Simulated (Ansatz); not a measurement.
Ansatz (a quantum-chemistry and plane-wave program) input (B3LYP/cc-pVDZ):

Ansatz 0.2 input:
```yaml
crystal:
  periodic: [false, false, false]
  atoms:
    - {symbol: O, position_ang: [-1.65774500, -1.48902800, 0.47635000]}
    - {symbol: B, position_ang: [-0.89215700, -0.45867800, -0.00386800]}
    - {symbol: O, position_ang: [-1.45674100, 0.41901900, -0.89325500]}
    - {symbol: O, position_ang: [0.38953600, -0.33396600, 0.40738200]}
    - {symbol: Si, position_ang: [1.61999800, 0.72874900, 0.08609800]}
    - {symbol: H, position_ang: [-2.37516200, 0.24429800, -1.12312400]}
    - {symbol: H, position_ang: [1.95172500, 0.70033800, -1.35472200]}
    - {symbol: H, position_ang: [1.22563100, 2.09712500, 0.48463300]}
    - {symbol: H, position_ang: [2.77821300, 0.28094100, 0.88336900]}
basis:
  gaussian:
    orbitals: cc-pVDZ
hamiltonian:
  xc: {name: B3LYP}
magnetization: {spin_polarized: true, initial_magnetization: 1}
output: {forces: true}
```

Output:

```
Functional definition: B3LYP
integrals: 0.04 GiB planned
869 factors; integrals over basis functions are off by at most 1.4e-3 eV
mean field: 0.54 GiB planned
mean field evaluation 1: about -14745.8534 eV, gradient 5.9e1 eV
mean field evaluation 2: about -14432.5724 eV, gradient 1.6e2 eV
mean field evaluation 4: about -14762.0791 eV, gradient 1.9e1 eV
mean field evaluation 8: about -14763.4973 eV, gradient 9.3e-1 eV
mean field evaluation 16: about -14763.6549 eV, gradient 2.0e-3 eV
mean field evaluation 32: about -14762.4134 eV, gradient 9.4e0 eV
mean field -14763.65485877 eV, -542.5543088951 hartree, gradient 1.1e-5 eV, S^2 0.752810; 3 other end points of the search recorded, 0 dependent functions left out
the calculation of the forces begins
reference -14763.65510704 eV, -542.5543180188 hartree; 24, 23 occupied and 70, 71 virtual orbitals, 869 factors
Total energy: -14763.65510704 eV, -542.5543180188 hartree
Atom 0 at    -1.657745    -1.489028     0.476350 Å, force    -0.021428    -0.053670     0.032297 eV/Å
Atom 1 at    -0.892157    -0.458678    -0.003868 Å, force    -0.322530    -0.063825    -0.078852 eV/Å
Atom 2 at    -1.456741     0.419019    -0.893255 Å, force     0.232672     0.191878    -0.053862 eV/Å
Atom 3 at     0.389536    -0.333966     0.407382 Å, force    -0.595720    -0.796424     0.369633 eV/Å
Atom 4 at     1.619998     0.728749     0.086098 Å, force     0.639813     0.622347    -0.220035 eV/Å
Atom 5 at    -2.375162     0.244298    -1.123124 Å, force    -0.190240    -0.099341     0.000340 eV/Å
Atom 6 at     1.951725     0.700338    -1.354722 Å, force     0.089939     0.008694    -0.276904 eV/Å
Atom 7 at     1.225631     2.097125     0.484633 Å, force    -0.049418     0.276775     0.076118 eV/Å
Atom 8 at     2.778213     0.280941     0.883369 Å, force     0.216912    -0.086435     0.151265 eV/Å
Dipole moment:    -0.096902     0.211900    -0.199167 e Å
```

The geometry given is a B3LYP-D3(BJ)/def2-TZVP minimum.
